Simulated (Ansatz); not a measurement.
Steps of a relaxation of CH$_{5}$GeNS, SMILES `[SH][GeH]1[CH2][NH]1` with RKS PBE0-D4/def2-TZVP.

```sh
$ ansatz run in.yaml --threads 4 --pin off --events-out ev --progress --plain --max-ram 10444MiB
```

```yaml
crystal:
  periodic: [false, false, false]
  atoms:
    - {symbol: S, position_ang: [-0.624087, 1.368385, -2.130201]}
    - {symbol: Ge, position_ang: [0.481332, 0.726090, -0.296841]}
    - {symbol: C, position_ang: [0.526141, -1.121943, 0.314936]}
    - {symbol: N, position_ang: [-0.669322, -0.382340, 0.762430]}
    - {symbol: H, position_ang: [-1.805630, 1.003811, -1.551907]}
    - {symbol: H, position_ang: [1.165342, 1.839753, 0.520420]}
    - {symbol: H, position_ang: [0.334473, -1.893873, -0.453431]}
    - {symbol: H, position_ang: [1.299916, -1.421830, 1.049524]}
    - {symbol: H, position_ang: [-0.619665, -0.164254, 1.768170]}
basis:
  gaussian: {orbitals: def2-TZVP}
hamiltonian: {xc: pbe0, dispersion: d4}
relax: {f_tol: 0.005, max_steps: 150}
```

Positions (Å) and forces (eV/Å) along the path, 15 of 16 steps:

```xyz
9
step=1 energy=-69948.9098 eV
S    -0.624    1.368   -2.130   -0.207   -0.253    0.558
Ge    0.481    0.726   -0.297   -0.397   -0.330    0.280
C     0.526   -1.122    0.315    0.239   -0.112   -0.186
N    -0.669   -0.382    0.762    0.447    0.236    0.325
H    -1.806    1.004   -1.552    0.439    0.132   -0.236
H     1.165    1.840    0.520   -0.087   -0.161   -0.182
H     0.334   -1.894   -0.453    0.040    0.428    0.467
H     1.300   -1.422    1.050   -0.471    0.210   -0.390
H    -0.620   -0.164    1.768   -0.003   -0.150   -0.636
9
step=2 energy=-69948.9545 eV
S    -0.605    1.362   -2.106   -0.136   -0.068    0.127
Ge    0.465    0.728   -0.280   -0.268   -0.273    0.231
C     0.523   -1.112    0.305    0.153   -0.037   -0.133
N    -0.665   -0.382    0.773    0.178    0.211    0.080
H    -1.789    0.985   -1.570    0.187    0.052   -0.094
H     1.158    1.839    0.509    0.027   -0.045   -0.055
H     0.311   -1.879   -0.443    0.041    0.135    0.121
H     1.291   -1.409    1.025   -0.148    0.063   -0.096
H    -0.601   -0.178    1.769   -0.035   -0.037   -0.181
9
step=3 energy=-69948.9663 eV
S    -0.605    1.365   -2.094    0.020    0.029   -0.028
Ge    0.437    0.728   -0.261   -0.054   -0.026    0.098
C     0.523   -1.101    0.302    0.141   -0.039   -0.133
N    -0.668   -0.383    0.782   -0.056    0.138   -0.015
H    -1.784    0.968   -1.587   -0.026   -0.016   -0.006
H     1.189    1.818    0.496    0.012    0.016   -0.024
H     0.317   -1.860   -0.446   -0.038   -0.073   -0.004
H     1.285   -1.395    1.019    0.042   -0.014    0.047
H    -0.605   -0.186    1.773   -0.042   -0.015    0.065
9
step=4 energy=-69948.9726 eV
S    -0.602    1.407   -2.075    0.019    0.051    0.008
Ge    0.418    0.748   -0.235   -0.069   -0.080    0.053
C     0.518   -1.091    0.284   -0.029    0.123    0.124
N    -0.670   -0.362    0.811    0.096   -0.049   -0.112
H    -1.767    0.892   -1.649   -0.023   -0.029    0.009
H     1.223    1.820    0.487    0.042    0.042   -0.017
H     0.280   -1.856   -0.445   -0.028   -0.075   -0.060
H     1.286   -1.387    0.995    0.030   -0.030   -0.016
H    -0.596   -0.217    1.811   -0.040    0.047    0.011
9
step=6 energy=-69948.9785 eV
S    -0.624    1.474   -2.028   -0.089   -0.033    0.036
Ge    0.413    0.758   -0.219   -0.010   -0.001   -0.024
C     0.511   -1.086    0.281   -0.047    0.039    0.019
N    -0.671   -0.350    0.817    0.068   -0.015    0.043
H    -1.742    0.796   -1.695    0.112    0.042   -0.020
H     1.269    1.818    0.469   -0.009   -0.007   -0.013
H     0.258   -1.852   -0.445    0.006   -0.012    0.003
H     1.285   -1.390    0.983    0.003   -0.011   -0.015
H    -0.609   -0.215    1.820   -0.034   -0.003   -0.029
9
step=7 energy=-69948.9802 eV
S    -0.655    1.531   -1.982    0.012    0.002   -0.027
Ge    0.414    0.761   -0.217   -0.033    0.071    0.027
C     0.501   -1.082    0.276   -0.019   -0.037    0.084
N    -0.666   -0.341    0.830   -0.009    0.062   -0.051
H    -1.697    0.717   -1.738    0.000   -0.006   -0.002
H     1.287    1.815    0.459   -0.001   -0.016   -0.010
H     0.237   -1.849   -0.447   -0.018   -0.007    0.010
H     1.281   -1.396    0.968    0.030   -0.001   -0.021
H    -0.613   -0.202    1.833    0.037   -0.069   -0.009
9
step=8 energy=-69948.9760 eV rejected
S    -0.654    1.543   -1.974   -0.018    0.119   -0.083
Ge    0.387    0.778   -0.202    0.094   -0.107    0.126
C     0.474   -1.075    0.272    0.103    0.066   -0.161
N    -0.669   -0.332    0.861   -0.016    0.058   -0.022
H    -1.645    0.658   -1.789   -0.085   -0.050   -0.017
H     1.291    1.803    0.483   -0.034   -0.014   -0.060
H     0.184   -1.842   -0.442    0.020    0.017    0.015
H     1.302   -1.371    0.911   -0.045   -0.075    0.109
H    -0.582   -0.209    1.861   -0.019   -0.014    0.092
9
step=9 energy=-69948.9818 eV
S    -0.657    1.542   -1.976   -0.066   -0.029   -0.010
Ge    0.401    0.771   -0.205   -0.002   -0.004    0.015
C     0.494   -1.078    0.275   -0.009    0.000    0.007
N    -0.666   -0.336    0.845    0.010    0.024    0.012
H    -1.684    0.693   -1.775    0.073    0.046   -0.004
H     1.298    1.812    0.460   -0.015   -0.006   -0.016
H     0.216   -1.845   -0.442    0.005   -0.002   -0.002
H     1.287   -1.389    0.952    0.008   -0.013    0.003
H    -0.600   -0.217    1.849   -0.003   -0.016   -0.004
9
step=10 energy=-69948.9808 eV rejected
S    -0.687    1.585   -1.937   -0.014   -0.045    0.003
Ge    0.389    0.777   -0.192    0.004    0.016   -0.021
C     0.480   -1.074    0.278   -0.001    0.055   -0.059
N    -0.665   -0.324    0.872    0.014   -0.060   -0.023
H    -1.634    0.635   -1.839    0.020    0.028   -0.005
H     1.317    1.810    0.433    0.014    0.040    0.044
H     0.196   -1.828   -0.452   -0.033   -0.032    0.069
H     1.280   -1.393    0.943    0.009   -0.021   -0.029
H    -0.588   -0.231    1.877   -0.014    0.020    0.022
9
step=11 energy=-69948.9824 eV
S    -0.667    1.563   -1.962   -0.040   -0.043    0.011
Ge    0.396    0.774   -0.201    0.004    0.003    0.006
C     0.486   -1.076    0.274    0.002    0.012   -0.011
N    -0.664   -0.330    0.859    0.001    0.004    0.002
H    -1.655    0.664   -1.801    0.028    0.034   -0.018
H     1.298    1.816    0.452    0.006   -0.003    0.004
H     0.199   -1.842   -0.442    0.005   -0.001    0.004
H     1.286   -1.393    0.941    0.001   -0.009   -0.002
H    -0.590   -0.222    1.863   -0.007    0.002    0.004
9
step=12 energy=-69948.9822 eV rejected
S    -0.674    1.566   -1.954    0.079    0.084   -0.017
Ge    0.393    0.777   -0.196   -0.015   -0.026   -0.006
C     0.484   -1.075    0.274   -0.002    0.021   -0.016
N    -0.663   -0.328    0.866    0.012   -0.015    0.013
H    -1.650    0.656   -1.824   -0.064   -0.074    0.022
H     1.303    1.815    0.452    0.001    0.009   -0.001
H     0.193   -1.838   -0.443    0.002   -0.003    0.008
H     1.286   -1.394    0.938   -0.002   -0.007   -0.004
H    -0.585   -0.226    1.870   -0.011    0.010    0.001
9
step=13 energy=-69948.9825 eV
S    -0.671    1.565   -1.958   -0.005   -0.006    0.002
Ge    0.394    0.776   -0.198   -0.004   -0.005    0.003
C     0.485   -1.076    0.274    0.002    0.011   -0.001
N    -0.663   -0.329    0.862    0.003    0.004   -0.003
H    -1.653    0.659   -1.812    0.006    0.005   -0.003
H     1.301    1.815    0.452    0.001    0.000   -0.001
H     0.196   -1.840   -0.442   -0.001   -0.002    0.002
H     1.286   -1.394    0.939    0.001   -0.004   -0.002
H    -0.589   -0.222    1.867   -0.002   -0.002    0.002
9
step=14 energy=-69948.9825 eV
S    -0.672    1.568   -1.955   -0.002    0.002   -0.002
Ge    0.392    0.777   -0.197    0.001   -0.005    0.004
C     0.484   -1.075    0.274   -0.001    0.002   -0.004
N    -0.662   -0.329    0.866    0.000    0.000    0.000
H    -1.648    0.654   -1.820    0.000   -0.001   -0.001
H     1.301    1.816    0.451    0.001    0.000   -0.001
H     0.192   -1.839   -0.442    0.001    0.002    0.001
H     1.287   -1.395    0.936    0.001   -0.001    0.002
H    -0.587   -0.224    1.870   -0.001    0.000    0.001
9
step=15 energy=-69948.9826 eV
S    -0.676    1.574   -1.950   -0.008   -0.006   -0.002
Ge    0.391    0.778   -0.195    0.000   -0.002    0.000
C     0.483   -1.074    0.273   -0.003   -0.002   -0.006
N    -0.662   -0.327    0.869    0.001   -0.004    0.002
H    -1.642    0.646   -1.829    0.008    0.007    0.000
H     1.304    1.816    0.450    0.001    0.002    0.001
H     0.189   -1.838   -0.442    0.001    0.002    0.003
H     1.287   -1.396    0.933    0.000    0.001    0.001
H    -0.585   -0.225    1.874    0.000    0.002    0.001
9
step=16 energy=-69948.9826 eV
S    -0.676    1.573   -1.950    0.001    0.001    0.000
Ge    0.390    0.778   -0.195    0.002   -0.001    0.001
C     0.483   -1.074    0.273   -0.002   -0.002   -0.003
N    -0.662   -0.327    0.869    0.000   -0.001    0.000
H    -1.642    0.646   -1.829   -0.001   -0.001    0.000
H     1.304    1.815    0.450    0.000    0.001    0.000
H     0.188   -1.838   -0.442    0.000    0.001    0.001
H     1.287   -1.395    0.933    0.000    0.001    0.001
H    -0.585   -0.225    1.874    0.000    0.001    0.000
```

Hardware: 4 threads of an Arm Neoverse V2 on a shared host. Wall time 43 s, peak host memory 0.49 GiB.
